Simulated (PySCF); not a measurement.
# How methods differ on the excitation energy of Mg

Mg [Ne] 3s2 (1S) → Mg [Ne] 3p2 (3P), as a difference of total energies. Calculation: PySCF 2.14, in ANO-RCC-VTZP; the spin-free X2C one-electron Hamiltonian (Gaussian nucleus). Correlated levels: valence: [Ne] frozen. The calculations carry no spin-orbit coupling.

```json
{"method": "UHF", "excitation energy (eV)": "6.300", "error (eV)": "-0.873"}
{"method": "MP2 (valence)", "excitation energy (eV)": "6.774", "error (eV)": "-0.399"}
{"method": "SCS-MP2 (valence)", "excitation energy (eV)": "6.950", "error (eV)": "-0.223"}
{"method": "CCSD (valence)", "excitation energy (eV)": "7.047", "error (eV)": "-0.126"}
```

Reference: 7.173 eV (measured; NIST levels, between the centres of gravity of the two terms).

Errors of the correlated levels include the incompleteness of this basis and the frozen core.

The basis was made for the ground configuration and has no added diffuse functions, so the excitation energy can come out too high.

With two correlated electrons CCSD is exact in that space.
